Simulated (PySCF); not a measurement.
# Multinuclear NMR of C4H11NO2Si3

Geometry:
| atom | x (Å) | y (Å) | z (Å) |
| --- | --- | --- | --- |
| O1 | 5.084 | 0.213 | -1.438 |
| C2 | 4.538 | 0.208 | -0.364 |
| O3 | 5.159 | 0.579 | 0.772 |
| C4 | 3.184 | -0.180 | -0.131 |
| C5 | 2.041 | -0.537 | 0.017 |
| C6 | 0.679 | -0.912 | 0.202 |
| Si7 | -0.446 | 0.626 | 0.032 |
| N8 | -2.100 | 0.135 | 0.249 |
| Si9 | -2.611 | -1.513 | -0.053 |
| Si10 | -3.270 | 1.410 | 0.506 |
| H11 | 6.072 | 0.834 | 0.571 |
| H12 | 0.404 | -1.659 | -0.543 |
| H13 | 0.554 | -1.353 | 1.191 |
| H14 | -0.249 | 1.219 | -1.296 |
| H15 | -0.093 | 1.575 | 1.090 |
| H16 | -4.068 | -1.551 | 0.016 |
| H17 | -2.021 | -2.372 | 0.978 |
| H18 | -2.158 | -1.929 | -1.384 |
| H19 | -2.648 | 2.407 | 1.374 |
| H20 | -3.626 | 2.009 | -0.783 |
| H21 | -4.435 | 0.808 | 1.147 |

- shieldings: GIAO PBE0/pcSseg-1
- coordinates at the GFN2-xTB level
- code: PySCF
- isolated molecule, no relativistic terms, a single conformation, averaged over atoms made equivalent by symmetry, fast rotation or ring inversion

Question: Where does ²⁹Si resonate?

Answer: 
| atoms | environment | σ (ppm) | δ (ppm) |
| --- | --- | --- | --- |
| Si7 | silicon bonded to C, N, 2 H | 375.1 | -28.3 |
| Si9/Si10 | silicon bonded to N, 3 H | 395.1 | -44.8 |

Shieldings were converted by a linear fit to measured shifts: ²⁹Si: δ = 279.94 − 0.822σ (rms 8.9 ppm, 72 shifts, 25.8 ppm with the 6 outliers that the fit left out vs TMS, solution or neat liquid). Occasional misses reach two or three times the rms, and more in compound classes unlike the fitted ones.

On a 400 MHz spectrometer ²⁹Si resonates near 79.5 MHz, so 1 ppm is 79.5 Hz.

Question: Where does ¹⁵N resonate?

Answer: 
```tsv
atoms	environment	σ (ppm)	δ (ppm)
N8	nitrogen bonded to 3 Si	276.2	-402.6
```

Shieldings were converted by a linear fit to measured shifts: ¹⁵N: δ = -148.07 − 0.921σ (rms 6.3 ppm, 71 shifts vs CH3NO2, solution or neat liquid). A few per cent of atoms miss by over 2 rms, more outside the fitted compound classes.

On a 300 MHz spectrometer ¹⁵N resonates near 30.4 MHz, so 1 ppm is 30.4 Hz.

Question: Predict the ¹⁷O NMR data.

Answer: 
```tsv
atoms	environment	σ (ppm)	δ (ppm)
O1	carbonyl oxygen	-116.8	373.1
O3	acid hydroxyl oxygen	117.9	159.3
```

Shieldings were converted by a linear fit to measured shifts: ¹⁷O (scatter 10.7 ppm rms, 12.2 ppm with the 3 outliers that the fit left out vs liquid water, solution or neat liquid). Occasional misses reach two or three times the rms, and more in compound classes unlike the fitted ones.

On a 400 MHz spectrometer ¹⁷O resonates near 54.2 MHz, so 1 ppm is 54.2 Hz.

In solution the two oxygens of a carboxylic acid exchange roles by proton transfer and give one 17O line. Hydrogen bonding in solution shields acid and N–H amide carbonyl oxygens by tens of ppm.
